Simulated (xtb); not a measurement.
hydrogen bromide (HBr), singlet, at a GFN2-xTB geometry; GFN2-xTB (xtb).

xtb was given this input:
```
$ xtb mol.xyz --gfn 2 --json

# file mol.xyz
2

Br    -0.00000000    -0.00000000    -0.03893503
H      0.00000000     0.00000000     1.36272591
```

Output, abridged:

```
   ID    Z sym.   atoms
    1   35 Br     1
    2    1 H      2

           -------------------------------------------------
          |                Calculation Setup                |
           -------------------------------------------------

           -------------------------------------------------
          |                 G F N 2 - x T B                 |
           -------------------------------------------------

          ...................................................
          :                      SETUP                      :
          :.................................................:
          :  # basis functions                  11          :
          :  # atomic orbitals                  10          :
          :  # shells                            4          :
          :  # electrons                         8          :
          :  max. iterations                   250          :
          :  Hamiltonian                  GFN2-xTB          :
          :  restarted?                      false          :
          :  GBSA solvation                  false          :
          :  PC potential                    false          :
          :  electronic temp.          300.0000000     K    :
          :  accuracy                    1.0000000          :
          :  -> integral cutoff          0.2500000E+02      :
          :  -> integral neglect         0.1000000E-07      :
          :  -> SCF convergence          0.1000000E-05 Eh   :
          :  -> wf. convergence          0.1000000E-03 e    :
          :  Broyden damping             0.4000000          :
          :  net charge                          0          :
          :  unpaired electrons                  0          :
          ...................................................

 iter      E             dE          RMSdq      gap      omega  full diag
   1     -4.5952101 -0.459521E+01  0.597E+00    7.64       0.0  T
   2     -4.5974401 -0.223003E-02  0.366E+00    7.35       1.0  T
   3     -4.5978233 -0.383127E-03  0.540E-01    7.05       1.0  T
   4     -4.5979185 -0.952071E-04  0.308E-01    7.09       1.0  T
   5     -4.5979508 -0.323323E-04  0.156E-01    7.08       1.0  T
   6     -4.5979527 -0.190290E-05  0.133E-01    7.08       1.0  T
   7     -4.5979568 -0.408142E-05  0.216E-03    7.07      32.7  T
   8     -4.5979568 -0.320921E-09  0.880E-04    7.07      80.3  T
   9     -4.5979568 -0.141799E-09  0.796E-06    7.07    8883.0  T

   *** convergence criteria satisfied after 9 iterations ***

         :::::::::::::::::::::::::::::::::::::::::::::::::::::
         ::                     SUMMARY                     ::
         :::::::::::::::::::::::::::::::::::::::::::::::::::::
         :: total energy              -4.588717690006 Eh    ::
         :: gradient norm              0.000037311235 Eh/a0 ::
         :: HOMO-LUMO gap              7.070910364721 eV    ::
         ::.................................................::
         :: SCC energy                -4.597956777964 Eh    ::
         :: -> isotropic ES            0.009313150477 Eh    ::
         :: -> anisotropic ES          0.002038918754 Eh    ::
         :: -> anisotropic XC          0.001184534590 Eh    ::
         :: -> dispersion             -0.000131551203 Eh    ::
         :: repulsion energy           0.009239087958 Eh    ::
         :: add. restraining           0.000000000000 Eh    ::
         :: total charge               0.000000000000 e     ::
         :::::::::::::::::::::::::::::::::::::::::::::::::::::

           -------------------------------------------------
          |                Property Printout                |
           -------------------------------------------------

    * Orbital Energies and Occupations

         #    Occupation            Energy/Eh            Energy/eV
      -------------------------------------------------------------
         1        2.0000           -0.8442766             -22.9739
         2        2.0000           -0.5198149             -14.1449
         3        2.0000           -0.4279246             -11.6444
         4        2.0000           -0.4279246             -11.6444 (HOMO)
         5                         -0.1680734              -4.5735 (LUMO)
         6                          0.0202438               0.5509
         7                          0.0202438               0.5509
         8                          0.0364952               0.9931
         9                          0.0364952               0.9931
        10                          0.7214121              19.6306
      -------------------------------------------------------------
                  HL-Gap            0.2598512 Eh            7.0709 eV
             Fermi-level           -0.2979990 Eh           -8.1090 eV

     #   Z          covCN         q      C6AA      α(0)
     1  35 Br       0.872    -0.267   192.379    22.363
     2   1 H        0.872     0.267     0.817     1.416

 Mol. C6AA /au·bohr⁶  :        218.268537
 Mol. C8AA /au·bohr⁸  :      12866.983551
 Mol. α(0) /au        :         23.778704

Wiberg/Mayer (AO) data.
largest (>0.10) Wiberg bond orders for each atom

 ---------------------------------------------------------------------------
     #   Z sym  total        # sym  WBO       # sym  WBO       # sym  WBO
 ---------------------------------------------------------------------------
     1  35 Br   0.928 --     2 H    0.928
     2   1 H    0.928 --     1 Br   0.928
 ---------------------------------------------------------------------------

Topologies differ in total number of bonds
Writing topology from bond orders to xtbtopo.mol

molecular dipole:
                 x           y           z       tot (Debye)
 q only:        0.000       0.000       0.708
   full:        0.000       0.000       1.008       2.561
molecular quadrupole (traceless):
                xx          xy          yy          xz          yz          zz
 q only:       -0.886       0.000      -0.886       0.000       0.000       1.772
  q+dip:       -1.112       0.000      -1.112      -0.000      -0.000       2.225
   full:       -1.496      -0.000      -1.496       0.000      -0.000       2.992

           -------------------------------------------------
          | TOTAL ENERGY               -4.588717690006 Eh   |
          | GRADIENT NORM               0.000037311235 Eh/α |
          | HOMO-LUMO GAP               7.070910364721 eV   |
           -------------------------------------------------

normal termination of xtb
```
